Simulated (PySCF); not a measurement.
## Radial density of Pb⁺ (lead, charge +1)

r2SCANh, [Xe] 4f14 5d10 6s1 6p2, high-spin 4P determinant (an excited configuration). Calculation: PySCF 2.14, in aug-cc-pwCVTZ-PP with ECP60MDF; a scalar-relativistic core potential. This is the valence pseudo-density: the core potential removes the inner electrons and smooths the orbitals near the nucleus.

```tsv
r (bohr)	4πr²ρ (e/bohr)	4πr²(ρα − ρβ)
0.0194	1.771e-05	0.0000
0.0326	3.499e-05	0.0000
0.0549	5.484e-05	0.0000
0.0924	0.0001753	0.0000
0.155	0.001683	0.0001
0.261	0.03543	0.0011
0.439	1.465	0.0536
0.739	16.80	0.2527
1.24	14.34	0.0249
2.09	3.292	1.4749
3.52	0.6851	0.6479
5.92	0.02720	0.0272
9.95	5.777e-05	0.0001
```

Energies and moments cover only the electrons outside the core potential. Spin-orbit coupling is strong in this species (close to jj coupling), so the high-spin LS determinant is a model state, not a physical level.
